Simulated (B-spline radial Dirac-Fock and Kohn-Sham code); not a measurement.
Two-hole binding energies of Te

System: neutral tellurium, configuration [Kr] 4d10 5s2 5p4.

Input file task.json (cfg lists n, l and occupation; rrms is the nuclear radius in fm):

```json
{"items": [{
  "Z": 52,
  "q": 0,
  "cfg": [[1, 0, 2], [2, 0, 2], [2, 1, 6], [3, 0, 2], [3, 1, 6], [3, 2, 10], [4, 0, 2], [4, 1, 6], [4, 2, 10], [5, 0, 2], [5, 1, 4]],
  "A": 130,
  "rrms": 4.7423,
  "do": ["binding", "quiet", "double"]
}]}
```

Launch: `python xray_run.py task.json out`

Level of theory: Dirac-Fock (average of configuration) total-energy differences with a finite nucleus, the Breit interaction including its frequency dependence, and self-energy and vacuum-polarisation corrections; a radial atomic solver. U is the two-hole binding energy less the two single-hole energies, the effective repulsion of the holes after relaxation. Each two-hole energy is an average over J within one jj subconfiguration.

| holes | E(a) (eV) | E(b) (eV) | E(ab) (eV) | U (eV) |
| --- | --- | --- | --- | --- |
| 1s⁻² | 31821.7 | 31821.7 | 64485.9 | 842.4 |
| 1s⁻¹ 3p1/2⁻¹ | 31821.7 | 882.4 | 32773.1 | 68.9 |
| 1s⁻¹ 3d3/2⁻¹ | 31821.7 | 591.9 | ? | ? |
| 1s⁻¹ 3d5/2⁻¹ | 31821.7 | 581.5 | 32462.0 | 58.7 |
| 2s⁻¹ 2p1/2⁻¹ | 4955.0 | 4622.5 | 9704.1 | 126.6 |
| 2s⁻¹ 2p3/2⁻¹ | 4955.0 | 4351.6 | 9429.4 | 122.8 |
| 2p1/2⁻² | 4622.5 | 4622.5 | 9414.4 | 169.4 |
| 2p1/2⁻¹ 2p3/2⁻¹ | 4622.5 | 4351.6 | 9125.3 | 151.3 |
| 2s⁻¹ 3p3/2⁻¹ | 4955.0 | 830.8 | 5840.8 | 55.0 |
| 2s⁻¹ 3d5/2⁻¹ | 4955.0 | 581.5 | 5595.8 | 59.2 |
| 2p3/2⁻¹ 3s⁻¹ | 4351.6 | 1019.2 | 5425.8 | 55.1 |
| 3p1/2⁻² | 882.4 | 882.4 | 1811.3 | 46.5 |
| 3p3/2⁻² | 830.8 | 830.8 | 1703.8 | 42.3 |
| 4d5/2⁻² | 47.98 | 47.98 | 112.4 | 16.4 |

**Question.** Give the missing two-hole energy and U.

**Answer.** E(ab) = 32473.5 eV and U = 59.8 eV.

Values without a named source are computed, but for edge energies of neutral atoms, which are taken from tables.
